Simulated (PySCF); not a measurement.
Radial density of Pm (promethium, neutral)

r2SCAN, [Xe] 4f5 5d1 6s1, one real determinant (an excited configuration). All numbers are calculated (PySCF 2.14, scalar relativity by spin-free X2C-1e, in x2c-TZVPPall).

```csv
r (bohr),4πr²ρ (e/bohr),4πr²(ρα − ρβ)
0.0267,71.74,0.0029
0.0450,83.57,0.0083
0.0757,106.2,0.0077
0.127,78.85,0.0498
0.214,92.20,0.5601
0.360,38.58,2.6573
0.606,42.04,4.9623
1.02,14.45,3.5224
1.71,6.798,1.2257
2.88,1.284,0.5772
4.85,0.3536,0.3478
8.15,0.04292,0.0429
13.7,0.0002369,0.0002
```

Densities and radii are taken from the X2C orbitals without a picture-change correction, which distorts them close to the nucleus.

⟨L²⟩ = 30.51 against 56 for a pure K term, so this real determinant mixes terms. Spin-orbit coupling, absent here, splits the open shell strongly.
